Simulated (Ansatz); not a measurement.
A further run on SbSbSbSb tetrahedron (Sb₄).

```yaml
crystal:
  periodic: [false, false, false]
  atoms:
    - {symbol: Sb, position_ang: [-1.472130, 0.601694, -0.705962]}
    - {symbol: Sb, position_ang: [-0.383826, -1.097101, 1.294847]}
    - {symbol: Sb, position_ang: [0.930259, 1.331305, 0.624351]}
    - {symbol: Sb, position_ang: [0.925687, -0.835899, -1.213236]}
basis:
  gaussian: {orbitals: def2-mTZVPP}
hamiltonian: {xc: {name: PBE0}, pseudopotentials: {relativity: none}}
scf: {lower_state_search: light}
```

```sh
$ ansatz run in.yaml --threads 4 --pin off --events-out ev --progress --plain --max-ram 3916MiB
```

It prints (some lines left out):

```
Functional definition: PBE0
1648 factors; integrals over basis functions are off by at most 1.9e-4 eV
mean field evaluation 1: about -26155.1108 eV, gradient 1.0e1 eV
mean field evaluation 2: about -26154.9823 eV, gradient 1.2e1 eV
mean field evaluation 4: about -26155.5174 eV, gradient 2.4e-1 eV
mean field evaluation 8: about -26155.6250 eV, gradient 9.4e-3 eV
mean field -26155.62499558 eV, -961.2014896681 hartree, gradient 1.7e-5 eV, S^2 0.000000; 0 other end points of the search recorded, 0 dependent functions left out
reference -26155.62502183 eV, -961.2014906328 hartree; 46, 46 occupied and 98, 98 virtual orbitals, 1648 factors
Total energy: -26155.62502183 eV, -961.2014906328 hartree
```

Run time 3.5 s (4 threads of Arm Neoverse V1 on a shared host).

In the def2 sets Sb takes a core potential; there is no spin–orbit coupling.
